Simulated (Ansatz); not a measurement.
Relaxation of FH$_{5}$Sn (7 atoms, charge 0, multiplicity 1), to a largest force component of 0.03 eV/Å in at most 50 steps.

All numbers below come from RKS BLYP-D4/def2-SVP in Ansatz.

```xyz
7
Properties=species:S:1:pos:R:3
Sn 0.191 0.000 -0.105
H 0.108 0.000 1.635
H 1.869 0.000 -0.540
H -0.554 1.429 -0.716
H -0.554 -1.429 -0.716
F -2.480 0.000 1.413
H -1.722 0.000 1.959
```

Task: Where does it end, and by what steps?

Result: The run converged. After 5 steps the energy has fallen by 0.007 eV; F6 moved furthest, 0.10 Å.

```tsv
step	energy less start (eV)	largest force component (eV/Å)	accepted
0	0.0000	0.418	yes
1	0.0386	1.599	no
2	-0.0031	0.411	yes
3	-0.0044	0.334	yes
4	-0.0020	0.381	no
5	-0.0071	0.005	yes
```

```xyz
7
Properties=species:S:1:pos:R:3
Sn 0.199 0.000 -0.125
H 0.086 0.000 1.620
H 1.889 0.000 -0.508
H -0.548 1.428 -0.737
H -0.548 -1.428 -0.737
F -2.529 0.000 1.494
H -1.689 0.000 1.923
```

Whether the end is a true minimum wasn't checked by a vibrational analysis.

Run time: 11 s on 1 thread of Arm Neoverse V1, with other jobs on the host, peak memory 0.11 GiB.
